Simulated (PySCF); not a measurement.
**Level sweep**

Compound: C5H10Si.
Atom-mapped SMILES: `[CH2:1]=[CH:2][SiH2:3][C:4](=[CH2:5])[CH3:6]` (hydrogens: H7, H8 on C1; H9 on C2; H10, H11 on Si3; H12, H13 on C5; H14, H15, H16 on C6)

PySCF, dipoles from the SCF density, polarisabilities from static response with core orbitals frozen. Geometry: PBE0-D3(BJ)/def2-SVP, one conformer, isolated molecule.

Q: How do dipole and polarisability depend on functional and basis here?

A: 

| level | μ (D) | α (au) | anisotropy (au) |
| --- | --- | --- | --- |
| LDA/def2-SVPD | 0.886 | 95.29 | 42.76 |
| PBE/def2-SVPD | 0.867 | 93.66 | 42.47 |
| B3LYP/def2-SVPD | 0.824 | 91.31 | 41.40 |
| PBE0/def2-SVPD | 0.851 | 90.65 | 41.20 |
| BHandHLYP/def2-SVPD | 0.807 | 88.74 | 40.98 |
| HF/def2-SVPD | 0.822 | 86.95 | 41.98 |

The anisotropy is √(½[(α1 − α2)² + (α2 − α3)² + (α3 − α1)²]). The dipole runs from 0.81 D (BHandHLYP/def2-SVPD) to 0.89 D (LDA/def2-SVPD). In one basis (def2-SVPD) the functionals order the polarisability from HF (lowest) to LDA (highest), a spread of 10%.
